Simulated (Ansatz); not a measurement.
System: C5H10O, charge 0, multiplicity 1. SMILES: CCC(=O)CC
Geometry from a B3LYP-D3(BJ)/def2-TZVP (Ansatz, a quantum-chemistry and plane-wave program) optimisation:
```
C
O 1 1.2093
C 1 1.5187 2 121.92
H 3 1.0957 1 107.60 2 123.90
H 3 1.0957 4 105.00 1 -114.39
C 1 1.5187 2 121.92 3 180.00
H 6 1.0957 1 107.60 2 123.90
H 6 1.0957 7 105.00 1 -114.39
C 3 1.5209 4 111.14 5 -120.24
H 9 1.0898 3 110.93 4 178.73
H 9 1.0899 10 107.24 3 -121.28
H 9 1.0908 10 108.49 11 -116.99
C 6 1.5209 7 111.14 8 -120.24
H 13 1.0898 6 110.93 7 178.73
H 13 1.0899 14 107.24 6 -121.28
H 13 1.0908 14 108.49 15 -116.99
```
Charge 0, spin multiplicity 1.

Property: vertical ionisation energy (to the doublet state of charge +1; each state is the SCF solution reached for its spin), in eV. Valence correlation only, unless marked. Open shells are spin-unrestricted. No spin-orbit coupling. Non-relativistic. Basis-set limits of correlation are two-point, X^-3; Hartree-Fock from the larger set. The bracket is a focal-point correction in the basis named.

RI-MP2/CBS(aug-cc-pVTZ,aug-cc-pVQZ)+[CCSD(T)-MP2]/aug-cc-pVTZ (Ansatz) gives 9.62 eV.

Q: Another calculation gave 9.43 eV. Which level was it?
(A) CAM-B3LYP/def2-TZVPD (Ansatz)
(B) r2SCAN/def2-TZVPD (Ansatz)
(C) SVWN5/def2-TZVPD (Ansatz)

A: A, CAM-B3LYP/def2-TZVPD (Ansatz). The others give 9.29 (SVWN5), 9.10 (r2SCAN) eV.
